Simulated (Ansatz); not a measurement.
Ansatz (an electronic-structure program) input (MP2/6-31G*):

Ansatz 0.2 input:
```yaml
crystal:
  periodic: [false, false, false]
  atoms:
    - {symbol: Al, position_ang: [-0.00000000, -0.00000000, -1.22411171]}
    - {symbol: Cl, position_ang: [0.00000000, 0.00000000, 0.93608542]}
basis:
  gaussian:
    orbitals: 6-31G*
magnetization: {spin_polarized: false}
correlation: {method: mp2, electrons: outside_noble_gas}
relax: {f_tol: 0.003, max_steps: 120}
```

Output:

```
WARN ansatz: RAYON_NUM_THREADS=1 ignored (pool sized by the plan → 1); use --threads N
Functional definition: HF
these checks for a lower state are left out or cut short: cluster_reference
integrals: 0.00 GiB planned
358 factors; integrals over basis functions are off by at most 2.2e-4 eV
mean field: 0.06 GiB planned
mean field evaluation 1: about -19086.6876 eV, gradient 1.3e1 eV
mean field evaluation 2: about -19086.6914 eV, gradient 1.3e1 eV
mean field evaluation 4: about -19087.4013 eV, gradient 9.0e-1 eV
mean field evaluation 8: about -19087.4092 eV, gradient 3.0e-5 eV
mean field -19087.40921074 eV, -701.4493505842 hartree, gradient 1.6e-6 eV, S^2 0.000000; 0 other end points of the search recorded, 0 dependent functions left out
10 core orbitals not correlated
reference -19087.40921074 eV, -701.4493505842 hartree; 5, 5 occupied and 23, 23 virtual orbitals, 358 factors
densities: 0.05 GiB planned
second order -4.64050868 eV of doubles, -0.00000000 eV of singles
the calculation of the forces begins
relax step   1: F+E_penalty+E_count = -19092.04971943 eV  Δ(F+E_penalty+E_count) = +0.000e0 eV  max|allowed force component| = 3.006e-1 eV/Å  Δτ_max = 0.0000 Å  (40 SCF iters, accepted)
these checks for a lower state are left out or cut short: starts, cluster_reference, orbital_swaps, neighbouring_geometries, increment
integrals: 0.00 GiB planned
358 factors; integrals over basis functions are off by at most 2.2e-4 eV
mean field: 0.06 GiB planned
mean field evaluation 16: about -19087.4024 eV, gradient 6.1e-4 eV
mean field -19087.40770862 eV, -701.4492953821 hartree, gradient 2.0e-6 eV, S^2 0.000000; 0 other end points of the search recorded, 0 dependent functions left out
10 core orbitals not correlated
reference -19087.40770862 eV, -701.4492953821 hartree; 5, 5 occupied and 23, 23 virtual orbitals, 358 factors
densities: 0.05 GiB planned
second order -4.64515811 eV of doubles, -0.00000000 eV of singles
the calculation of the forces begins
relax step   2: F+E_penalty+E_count = -19092.05286673 eV  Δ(F+E_penalty+E_count) = -3.147e-3 eV  max|allowed force component| = 9.319e-2 eV/Å  Δτ_max = 0.0079 Å  (37 SCF iters, accepted)
these checks for a lower state are left out or cut short: starts, cluster_reference, orbital_swaps, neighbouring_geometries, increment
integrals: 0.00 GiB planned
358 factors; integrals over basis functions are off by at most 2.2e-4 eV
mean field: 0.06 GiB planned
mean field evaluation 32: about -19087.4060 eV, gradient 2.0e-6 eV
mean field -19087.40595527 eV, -701.4492309476 hartree, gradient 2.0e-6 eV, S^2 0.000000; 0 other end points of the search recorded, 0 dependent functions left out
10 core orbitals not correlated
reference -19087.40595527 eV, -701.4492309476 hartree; 5, 5 occupied and 23, 23 virtual orbitals, 358 factors
densities: 0.05 GiB planned
second order -4.64722822 eV of doubles, -0.00000000 eV of singles
the calculation of the forces begins
relax step   3: F+E_penalty+E_count = -19092.05318349 eV  Δ(F+E_penalty+E_count) = -3.168e-4 eV  max|allowed force component| = 3.852e-3 eV/Å  Δτ_max = 0.0035 Å  (38 SCF iters, accepted)
these checks for a lower state are left out or cut short: starts, cluster_reference, orbital_swaps, neighbouring_geometries, increment
integrals: 0.00 GiB planned
358 factors; integrals over basis functions are off by at most 2.2e-4 eV
mean field: 0.06 GiB planned
mean field -19087.40607251 eV, -701.4492352561 hartree, gradient 7.4e-7 eV, S^2 0.000000; 0 other end points of the search recorded, 0 dependent functions left out
10 core orbitals not correlated
reference -19087.40607251 eV, -701.4492352561 hartree; 5, 5 occupied and 23, 23 virtual orbitals, 358 factors
densities: 0.05 GiB planned
second order -4.64711143 eV of doubles, -0.00000000 eV of singles
the calculation of the forces begins
relax step   4: F+E_penalty+E_count = -19092.05318394 eV  Δ(F+E_penalty+E_count) = -4.456e-7 eV  max|allowed force component| = 1.702e-3 eV/Å  Δτ_max = 0.0002 Å  (27 SCF iters, accepted)
these checks for a lower state are left out or cut short: cluster_reference
integrals: 0.00 GiB planned
358 factors; integrals over basis functions are off by at most 2.2e-4 eV
mean field: 0.06 GiB planned
mean field -19087.40607251 eV, -701.4492352561 hartree, gradient 7.4e-7 eV, S^2 0.000000; 1 other end points of the search recorded, 0 dependent functions left out
10 core orbitals not correlated
reference -19087.40607251 eV, -701.4492352561 hartree; 5, 5 occupied and 23, 23 virtual orbitals, 358 factors
densities: 0.05 GiB planned
second order -4.64711143 eV of doubles, -0.00000000 eV of singles
the calculation of the forces begins
Total energy: -19092.05318394 eV, -701.6200134512 hartree
Atom 0 at    -0.000000     0.000000    -1.212836 Å, force    -0.000000     0.000000     0.001702 eV/Å
Atom 1 at     0.000000    -0.000000     0.924809 Å, force    -0.000000    -0.000000    -0.001702 eV/Å
Dipole moment:     0.000000    -0.000000    -0.340983 e Å
Checks for a lower state left out: cluster_reference
```
